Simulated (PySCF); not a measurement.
Precursor series Mo Cl-OH. Gas-phase values, no solvent. One relaxed conformer stands for each flexible species; it need not be the lowest.

The numbers are results of TPSSh-D3(BJ)/def2-TZVP // r2SCAN-D4/def2-SVP in PySCF 2.14.0, not measurements. 

```csv
species,coordination number,HOMO–LUMO gap (eV),charge on the central atom (Mulliken) (e),mean distance from the central atom to its bonded neighbours (Å)
0 of 6 Cl replaced by OH ([Mo(Cl)6]),6,[?],[?],2.308
1 of 6 Cl replaced by OH ([Mo(Cl)5(OH)]),[?],2.21,0.94,2.241
2 of 6 Cl replaced by OH ([Mo(Cl)4(OH)2]),6,2.44,[?],2.175
4 of 6 Cl replaced by OH ([Mo(Cl)2(OH)4]),6,2.87,1.40,2.049
5 of 6 Cl replaced by OH ([Mo(Cl)(OH)5]),6,3.31,1.45,1.983
6 of 6 Cl replaced by OH ([Mo(OH)6]),[?],[?],1.63,1.913
```

Q: What belongs in the gaps?

A: 
- 0 of 6 Cl replaced by OH ([Mo(Cl)6]), HOMO–LUMO gap (eV): 2.29
- 0 of 6 Cl replaced by OH ([Mo(Cl)6]), charge on the central atom (Mulliken) (e): 0.78
- 1 of 6 Cl replaced by OH ([Mo(Cl)5(OH)]), coordination number: 6
- 2 of 6 Cl replaced by OH ([Mo(Cl)4(OH)2]), charge on the central atom (Mulliken) (e): 1.10
- 6 of 6 Cl replaced by OH ([Mo(OH)6]), coordination number: 6
- 6 of 6 Cl replaced by OH ([Mo(OH)6]), HOMO–LUMO gap (eV): 3.98
